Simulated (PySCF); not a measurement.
Polarisability and C₆ of Ne⁺ (neon, charge +1)

[He] 2s2 2p5, 2P determinant. Calculation: PySCF 2.14, in x2c-QZVPPall with one added diffuse shell each of s, p, d, f type (8s5p4d3f1g, 73 functions); scalar relativity by spin-free X2C-1e. Coupled (time-dependent) response in atomic units; α is the mean over directions.

```json
{"method": "UHF", "mean α (bohr³)": "1.239", "α xx, yy, zz": "1.306, 1.206, 1.206", "C₆ (like pair)": "2.125", "S(−4)": "0.4923"}
{"method": "PBE", "mean α (bohr³)": "1.400", "α xx, yy, zz": "1.443, 1.379, 1.379", "C₆ (like pair)": "2.464", "S(−4)": "0.6998"}
{"method": "PBE0", "mean α (bohr³)": "1.346", "α xx, yy, zz": "1.396, 1.320, 1.320", "C₆ (like pair)": "2.348", "S(−4)": "0.6234"}
{"method": "PBEsol", "mean α (bohr³)": "1.403", "α xx, yy, zz": "1.446, 1.381, 1.381", "C₆ (like pair)": "2.473", "S(−4)": "0.6997"}
{"method": "wB97X", "mean α (bohr³)": "1.358", "α xx, yy, zz": "1.408, 1.333, 1.333", "C₆ (like pair)": "2.377", "S(−4)": "0.6367"}
```

S(−4) is the Cauchy moment in α(ω) = α(0) + S(−4) ω² + …

α(iu) at PBE:

```
u (hartree)  α(iu) (bohr³)
          0          1.400
     0.0500          1.399
      0.100          1.393
      0.200          1.373
      0.300          1.341
      0.500          1.252
      0.750          1.119
       1.00         0.9839
       1.50         0.7542
       2.00         0.5853
       3.00         0.3742
       5.00         0.1860
```

A single London oscillator, α(iu) = α/(1 + u²/ω²), gives C₆ = (3/4) ω α². Matching the computed C₆ needs ω = 4 × 2.464 / (3 × 1.400²) = 1.68 hartree.

For an ion, C₆ is the dispersion term alone; charge-induced terms of lower order in 1/R come first.

The components differ because the open shell of this determinant is not spherical; for a pure term their mean is the scalar polarisability.
